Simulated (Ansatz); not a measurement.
C2H10N2Si (`C[Si](C)(N)N`), relaxed with RKS PBE0-D4/def2-TZVP in the Gaussian-basis code of Ansatz from a PBE-D4/def2-SVP geometry. The force threshold is 0.005 eV/Å; the program also tests the step.

Total charge 0; spin multiplicity 1.

Start:

```xyz
15

C    -0.534    1.484   -0.790
Si   -0.061   -0.181   -0.020
C     1.551   -0.008    0.943
N     0.123   -1.281   -1.364
N    -1.216   -0.830    1.134
H    -0.623    2.265   -0.007
H     0.229    1.826   -1.521
H    -1.510    1.432   -1.317
H     2.350    0.396    0.289
H     1.442    0.678    1.809
H     1.891   -0.989    1.331
H     0.147   -2.286   -1.173
H    -0.393   -1.096   -2.226
H    -2.185   -0.957    0.827
H    -1.211   -0.452    2.086
```

Question: How much energy does the relaxation release, and in how many steps? (Best estimate.)

Answer: Computed: 9.93 kJ/mol, in 13 steps, 3 of them rejected.

Question: Which bonds change most? (Best estimate.)

Answer: Ansatz gave: Si2–N5 from 1.757 to 1.720 Å; Si2–N4 from 1.747 to 1.720 Å; C1–Si2 from 1.894 to 1.872 Å; N5–H15 from 1.024 to 1.006 Å.

Question: Give the relaxed structure. (Estimate.)

Answer: Ansatz gave: 
```xyz
15

C    -0.547    1.481   -0.780
Si   -0.113   -0.171   -0.014
C     1.514   -0.005    0.898
N    -0.142   -1.296   -1.314
N    -1.223   -0.784    1.147
H    -0.575    2.264   -0.018
H     0.189    1.782   -1.532
H    -1.527    1.446   -1.263
H     2.296    0.365    0.229
H     1.438    0.698    1.734
H     1.841   -0.968    1.298
H     0.034   -2.274   -1.149
H     0.141   -1.022   -2.240
H    -2.174   -0.991    0.888
H    -1.153   -0.524    2.117
```
